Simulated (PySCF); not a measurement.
All values below come from PySCF with PBE0-D4/def2-TZVP. Gas-phase values, no solvent. One relaxed conformer stands for a flexible species; it need not be the lowest. 

Reference species (SMILES): `[SiH2]C` (neutral, multiplicity 2).

The highest occupied spin orbital is -5.90 eV.

Changed species: `O[SiH2]` (radical fragment; the reference has radical fragment).

Task: Predict the effect on the highest occupied spin orbital.

Result: the highest occupied spin orbital falls by 0.28 eV, to -6.18 eV.
